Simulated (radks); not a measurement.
Neutral samarium, 62 electrons, occupied as [Xe] 4f6 6s2. All-electron calculation, non-relativistic Kohn-Sham, PBE, spin-polarised, spherical densities, point nucleus; open shells are filled with parallel spins first (spin-orbit coupling, left out, can overturn this in heavy ions); relativity is left out, which matters for an element this heavy. Program: a radial shooting solver on a logarithmic mesh with Libxc functionals. Some entries of the table are withheld. Estimate them.

| orbital | occ. | eigenvalue (eV) | <r^2> (bohr^2) | <1/r> (bohr^-1) |
|---|---|---|---|---|
| 1s up | 1 | -44044.69 | 0.0008008 | 61.46 |
| 1s down | 1 | -44044.69 | 0.0008008 | 61.46 |
| 2s up | 1 | -6956.592 | 0.01278 | 14.26 |
| 2s down | 1 | -6956.541 | 0.01278 | 14.26 |
| 2p up | 3 | -6606.184 | 0.009521 | 14.28 |
| 2p down | 3 | -6606.156 | 0.009521 | 14.28 |
| 3s up | 1 | -1518.041 | 0.08353 | 5.347 |
| 3s down | 1 | -1515.689 | 0.08339 | 5.353 |
| 3p up | 3 | -1363.451 | 0.07847 | 5.285 |
| 3p down | 3 | -1361.303 | 0.07831 | 5.290 |
| 3d up | 5 | -1075.415 | 0.06318 | 5.179 |
| 3d down | 5 | -1073.861 | 0.06301 | 5.184 |
| 4s up | 1 | -297.5149 | 0.4237 | 2.272 |
| 4s down | 1 | -292.6368 | 0.4237 | 2.271 |
| 4p up | 3 | -238.0516 | 0.4496 | 2.177 |
| 4p down | 3 | -233.1747 | 0.4498 | 2.176 |
| 4d up | 5 | -132.6772 | 0.5216 | 1.969 |
| 4d down | 5 | -127.8138 | 0.5232 | 1.967 |
| 5s up | 1 | -39.1313 | 2.503 | (1) |
| 5s down | 1 | -36.7900 | 2.596 | (2) |
| 5p up | 3 | -23.3588 | (3) | 0.7710 |
| 5p down | 3 | -21.5392 | (4) | 0.7493 |
| 4f up | 6 | -7.1522 | 1.150 | 1.427 |
| 6s up | 1 | (5) | 23.19 | 0.2752 |
| 6s down | 1 | (6) | 24.49 | 0.2672 |
| 4f down | 0 | -2.9009 | 1.439 | 1.373 |

Answer. 
(1) 5s up <1/r> (bohr^-1): 0.8785
(2) 5s down <1/r> (bohr^-1): 0.8594
(3) 5p up <r^2> (bohr^2): 3.236
(4) 5p down <r^2> (bohr^2): 3.402
(5) 6s up eigenvalue (eV): -3.4504
(6) 6s down eigenvalue (eV): -3.2792
